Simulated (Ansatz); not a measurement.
AgCl, singlet, at a GFN2-xTB geometry (such geometries of metal compounds can be far from the true shape) (core potentials on Ag). Base run: B3LYP/def2-TZVP in Ansatz (a quantum-chemistry and plane-wave program).

Ansatz was given this input:
Ansatz 0.2 input:
```yaml
crystal:
  periodic: [false, false, false]
  atoms:
    - {symbol: Ag, position_ang: [-0.00000000, -0.00000000, -0.58724977]}
    - {symbol: Cl, position_ang: [0.00000000, 0.00000000, 1.62357288]}
basis:
  gaussian:
    orbitals: def2-TZVP
hamiltonian:
  xc: b3lyp
```

Variants of this job, named by their change:

```csv
change,ΔE vs base (mEh)
base,0.000
symmetry_tolerance_ang = 0.01,0.000
occupation = up:A1:9 A2:1 B1:3 B2:5 down:A1:9 A2:1 B1:3 B2:5,614.0
occupation = up:A1:9 A2:1 B1:5 B2:3 down:A1:9 A2:1 B1:5 B2:3,614.0
occupation = up:A1:9 A2:1 B1:4 B2:4 down:A1:9 A2:1 B1:4 B2:4,0.000
occupation = up:A1:9 B1:4 B2:5 down:A1:9 B1:4 B2:5,868.7
occupation = up:A1:10 B1:4 B2:4 down:A1:10 B1:4 B2:4,576.8
```
